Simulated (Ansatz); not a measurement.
Relaxation of CH₂AlNO₂ (7 atoms, charge 0, multiplicity 1), to a largest force component of 0.02 eV/Å in at most 40 steps.

Level of theory: RKS PBE/def2-SVP (Ansatz).

```xyz
7
Properties=species:S:1:pos:R:3
O -0.784 -0.502 1.930
C -0.031 -0.502 0.788
N 1.094 -0.978 0.161
Al 0.257 0.078 -0.885
O -0.184 0.952 -2.459
H -0.569 -0.958 2.747
H 0.279 1.843 -2.328
```

Question: Where does it end, and by what steps?

Answer: The forces met the threshold. After 12 steps the energy has fallen by 1.359 eV; O5 moved furthest, 0.62 Å.

```
step  energy less start (eV)  largest force component (eV/Å)  accepted
   0                  0.0000                           4.659       yes
   1                 -0.7685                           2.908       yes
   2                 -1.1687                           0.965       yes
   3                 -1.2536                           0.655       yes
   4                 -1.2850                           0.403       yes
   5                 -1.3246                           0.481       yes
   6                 -1.3428                           0.663       yes
   7                 -0.9976                           3.265        no
   8                 -1.3587                           0.091       yes
   9                 -1.3591                           0.068       yes
  10                 -1.3592                           0.043       yes
  11                 -1.3592                           0.040       yes
  12                 -1.3594                           0.005       yes
```

```xyz
7
Properties=species:S:1:pos:R:3
O -0.747 -0.453 2.094
C -0.225 -0.296 0.878
N 0.719 -1.056 0.348
Al 0.238 0.243 -0.835
O 0.428 0.979 -2.357
H -0.274 -1.239 2.474
H -0.079 1.754 -2.647
```

The run took 29 s on 1 thread of Arm Neoverse V1, with other jobs on the host, peak memory 0.13 GiB.
